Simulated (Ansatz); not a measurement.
Relaxation of BiH2(iPr) (C₃H₉Bi) with RKS PBE0-D4/def2-SVP.

```sh
$ ansatz run in.yaml --threads 4 --pin off --events-out ev --progress --plain --max-ram 3916MiB
```

```yaml
crystal:
  periodic: [false, false, false]
  atoms:
    - {symbol: Bi, position_ang: [0.975240, 1.718910, 0.933940]}
    - {symbol: H, position_ang: [2.423940, 1.677910, -0.094380]}
    - {symbol: H, position_ang: [0.282830, 2.933270, -0.162300]}
    - {symbol: C, position_ang: [0.009970, -0.000440, -0.255980]}
    - {symbol: C, position_ang: [-1.485330, -0.051150, 0.015050]}
    - {symbol: C, position_ang: [0.677550, -1.321880, 0.090780]}
    - {symbol: H, position_ang: [0.178540, 0.224470, -1.306810]}
    - {symbol: H, position_ang: [-1.958070, 0.891350, -0.252360]}
    - {symbol: H, position_ang: [-1.683800, -0.248920, 1.067900]}
    - {symbol: H, position_ang: [-1.954750, -0.844890, -0.568430]}
    - {symbol: H, position_ang: [0.228080, -2.140330, -0.474460]}
    - {symbol: H, position_ang: [1.739410, -1.289910, -0.144080]}
    - {symbol: H, position_ang: [0.566410, -1.548410, 1.151130]}
basis:
  gaussian: {orbitals: def2-SVP}
hamiltonian: {xc: pbe0, dispersion: d4}
scf: {lower_state_search: "off"}
output: {orbitals: {seedname: orbitals}}
relax: {f_tol: 0.02, max_steps: 100}
```

Run time 7 s (4 threads of Arm Neoverse V2 on a shared host).

Positions (Å) and forces (eV/Å) at steps 1, 2, 3, 4, 5 of 5:

```xyz
13
step=1 energy=-9091.5027 eV
Bi    0.975    1.719    0.934   -0.091   -0.176    0.190
H     2.424    1.678   -0.094    0.275   -0.025   -0.107
H     0.283    2.933   -0.162   -0.156    0.223   -0.131
C     0.010    0.000   -0.256   -0.298   -0.471    0.353
C    -1.485   -0.051    0.015    0.614    0.280   -0.080
C     0.678   -1.322    0.091   -0.042    0.670   -0.095
H     0.179    0.224   -1.307    0.141    0.217   -0.400
H    -1.958    0.891   -0.252   -0.343    0.347   -0.090
H    -1.684   -0.249    1.068   -0.172   -0.091    0.429
H    -1.955   -0.845   -0.568   -0.215   -0.320   -0.217
H     0.228   -2.140   -0.474   -0.164   -0.342   -0.210
H     1.739   -1.290   -0.144    0.465   -0.135   -0.062
H     0.566   -1.548    1.151   -0.012   -0.178    0.419
13
step=2 energy=-9091.5150 eV
Bi    0.985    1.718    0.885    0.061    0.184    0.143
H     2.531    1.651   -0.081   -0.327    0.044    0.004
H     0.214    2.998   -0.161    0.212   -0.246    0.040
C    -0.008   -0.024   -0.250    0.082    0.073   -0.088
C    -1.507   -0.043    0.018    0.341   -0.009   -0.003
C     0.694   -1.330    0.093   -0.192    0.261   -0.038
H     0.186    0.247   -1.297   -0.055   -0.098   -0.119
H    -1.989    0.905   -0.251   -0.050    0.087   -0.035
H    -1.723   -0.246    1.076   -0.053   -0.019    0.117
H    -1.988   -0.840   -0.570   -0.086   -0.098   -0.055
H     0.258   -2.160   -0.484   -0.034   -0.126   -0.050
H     1.767   -1.296   -0.134    0.099   -0.004   -0.029
H     0.580   -1.581    1.158    0.004   -0.049    0.111
13
step=3 energy=-9091.5428 eV
Bi    0.969    1.707    0.931    0.018    0.006   -0.120
H     2.461    1.657   -0.082   -0.042    0.027    0.033
H     0.246    2.954   -0.154    0.040   -0.025    0.032
C     0.001   -0.016   -0.266   -0.025   -0.031    0.108
C    -1.493   -0.036    0.015    0.189   -0.026   -0.048
C     0.694   -1.322    0.089   -0.107    0.159   -0.050
H     0.181    0.229   -1.324    0.024    0.045   -0.004
H    -1.980    0.909   -0.265   -0.037    0.030   -0.012
H    -1.703   -0.224    1.080   -0.039   -0.010    0.048
H    -1.980   -0.843   -0.559   -0.065   -0.044   -0.013
H     0.248   -2.159   -0.474   -0.006   -0.073   -0.014
H     1.768   -1.298   -0.149    0.043   -0.018   -0.006
H     0.589   -1.559    1.160    0.007   -0.038    0.046
13
step=4 energy=-9091.5451 eV
Bi    0.972    1.710    0.928    0.007    0.010   -0.001
H     2.461    1.666   -0.083   -0.004    0.004    0.002
H     0.257    2.957   -0.155    0.006   -0.001    0.002
C     0.001   -0.013   -0.260   -0.036   -0.060    0.014
C    -1.493   -0.039    0.014    0.025    0.011   -0.001
C     0.691   -1.322    0.087   -0.002    0.027   -0.002
H     0.186    0.241   -1.315    0.003    0.006   -0.004
H    -1.985    0.902   -0.275   -0.005   -0.006    0.001
H    -1.711   -0.218    1.081    0.002    0.000   -0.009
H    -1.982   -0.853   -0.553    0.010    0.003    0.003
H     0.245   -2.162   -0.475   -0.002    0.010    0.002
H     1.766   -1.301   -0.153   -0.002   -0.006    0.002
H     0.591   -1.567    1.159   -0.001    0.001   -0.009
13
step=5 energy=-9091.5452 eV
Bi    0.973    1.710    0.928    0.004    0.007    0.004
H     2.461    1.668   -0.083    0.000    0.000    0.000
H     0.260    2.958   -0.155    0.000    0.000    0.000
C     0.001   -0.014   -0.259    0.000    0.000   -0.009
C    -1.492   -0.040    0.014   -0.005   -0.006    0.002
C     0.691   -1.321    0.087   -0.003   -0.007    0.002
H     0.185    0.241   -1.314    0.002    0.003    0.000
H    -1.986    0.900   -0.277    0.000    0.001   -0.001
H    -1.711   -0.217    1.081    0.000    0.000   -0.001
H    -1.978   -0.856   -0.551    0.000    0.002    0.002
H     0.243   -2.160   -0.476    0.002    0.001    0.002
H     1.765   -1.302   -0.153    0.001    0.000    0.000
H     0.590   -1.567    1.158    0.000    0.000   -0.001
```

In the def2 sets Bi takes a core potential; there is no spin–orbit coupling.
